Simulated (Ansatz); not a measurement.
Stretching the Sn1–H2 bond in H2OSn (SMILES [OH][SnH]) (multiplicity 1 held, fragments rigid). Energies count from the point at 1.803 Å.
Geometry at that point (charge 0, multiplicity 1):
```xyz
4

Sn    -0.18386    -0.15026     0.19526
H     -1.45521     0.01474    -1.07213
O      1.21528     0.79939    -0.86933
H      0.92596     1.10307    -1.73634
```

Restricted levels (R-, RO-) in cc, def2 and unpolarised 6-31G sets keep to the state of the molecule at rest. Unrestricted levels (U-) break spin symmetry where that is lower. Active spaces are followed from a long bond inwards. Levels need not reach the same state.

Cores are frozen in the correlated methods. Filled d and f shells under p-block atoms count as core.

Codes used: Ansatz (a first-principles code) with Gaussian orbitals. Values without a source in brackets are computed. In def2 rows elements past Kr take small-core potentials, without spin–orbit coupling.

Energies in eV.

```
R (Å)  R-HF/def2-SVP  R-CCSD(T)/def2-SVP  U-CCSD(T)/def2-SVP  CASSCF(2,2)/def2-SVP  FIC-NEVPT4(SD) on CASSCF(2,2)/def2-SVP  FIC-MRCISD+Q on CASSCF(2,2)/def2-SVP
-----  -------------  ------------------  ------------------  --------------------  --------------------------------------  ------------------------------------
1.442           1.08                1.14                1.14                  1.19                                    1.14                                  1.13
1.622           0.19                0.22                0.22                  0.25                                    0.22                                  0.22
1.803           0.00                0.00                0.00                  0.00                                    0.00                                  0.00
1.983           0.17                0.13                0.13                  0.10                                    0.12                                  0.13
2.163           0.52                0.42                0.42                  0.35                                    0.41                                  0.42
2.434           1.15                0.95                0.95                  0.84                                    0.92                                  0.94
2.704           1.81                1.45                1.48                  1.31                                    1.42                                  1.45
3.155           2.82                2.09                2.17                  1.92                                    2.05                                  2.09
3.605           3.67                2.40                2.54                  2.27                                    2.40                                  2.45
4.146           4.48                2.43                2.66                  2.43                                    2.58                                  2.63
4.867           5.26                2.26                2.69                  2.49                                    2.64                                  2.69
5.769           5.87                2.11                2.69                  2.50                                    2.66                                  2.70
```

Doubts at one or more of the structures used: a restricted determinant that unrestricted orbitals would lower (R-HF/def2-SVP, R-CCSD(T)/def2-SVP); other coupled-cluster roots lie near (R-CCSD(T)/def2-SVP); T1 above 0.05 (R-CCSD(T)/def2-SVP, U-CCSD(T)/def2-SVP); a spin-contaminated determinant (U-CCSD(T)/def2-SVP).
